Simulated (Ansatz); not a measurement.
H6O3Si2, SMILES `O[SiH2]O[SiH2]O`. Charge 0, multiplicity 1. The geometry is a stationary point of PBE0-D4/def2-TZVP. It is one conformer, not always the lowest.

```xyz
11

O     1.987    0.019    0.238
Si    1.039    0.904   -0.773
O    -0.544    0.664   -0.461
Si   -1.558   -0.463    0.152
O    -0.899   -1.236    1.439
H     2.075    0.326    1.142
H     1.365    0.419   -2.130
H     1.302    2.355   -0.614
H    -2.763    0.219    0.663
H    -1.878   -1.427   -0.932
H    -0.127   -1.780    1.275
```

Task: What is the dipole moment at r2SCAN/def2-TZVPP? (Best estimate.)

Result: Ansatz gave: 1.08 D, with components (0.97, -0.02, 0.48) D in this frame, pointing from negative to positive charge.

Task: And with PBE, B3LYP, ωB97M-V? (An estimate is asked.)

Result: The calculation gave: PBE 1.09 D, B3LYP 1.02 D, ωB97M-V 1.05 D.

Task: Give the Mulliken charges with r2SCAN, ωB97M-V, B3LYP in def2-TZVPP. (Best estimate.)

Result: Computed: 
```tsv
atom	r2SCAN	ωB97M-V	B3LYP
O1	-0.43	-0.40	-0.41
Si2	0.60	0.49	0.58
O3	-0.42	-0.39	-0.39
Si4	0.61	0.51	0.59
O5	-0.42	-0.39	-0.40
H6	0.21	0.18	0.19
H7	-0.09	-0.04	-0.08
H8	-0.09	-0.05	-0.09
H9	-0.08	-0.04	-0.08
H10	-0.10	-0.06	-0.10
H11	0.20	0.18	0.19
```

B3LYP here is the variant with VWN-RPA as its local correlation; programs differ in this.
